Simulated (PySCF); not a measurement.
Ho⁺: excitation energy

Ho⁺ [Xe] 4f11 6s1 (high-spin determinant) → Ho⁺ [Xe] 4f10 6s1 6p1 (high-spin determinant), as a difference of total energies. Calculation: PySCF 2.14, in ANO-RCC-VTZP; scalar relativity by spin-free X2C-1e. Correlated levels: valence: [Kr] 4d10 frozen; valence and next inner shell: [Ar] 3d10 frozen. The calculations carry no spin-orbit coupling.

```csv
method,excitation energy (eV)
UHF,0.757
LDA,6.581
PBE,6.177
PBE0,5.047
r2SCAN,5.289
MP2 (valence),5.690
SCS-MP2 (valence),5.252
MP2 (valence and next inner shell),6.207
SCS-MP2 (valence and next inner shell),5.576
```

Q: How much does correlation contribute at MP2 (valence and next inner shell)?

A: 6.207 − (0.757) = 5.450 eV, measured against UHF.

A first-order spin-orbit estimate (lowest level to lowest level, LS coupling) adds 0.081 eV.

The basis was made for the ground configuration and has no added diffuse functions, so the excitation energy can come out too high.

The determinant of the upper state and of the lower state mixes LS terms, which raises its energy above the lowest term, most at the Hartree-Fock and MP2 levels.
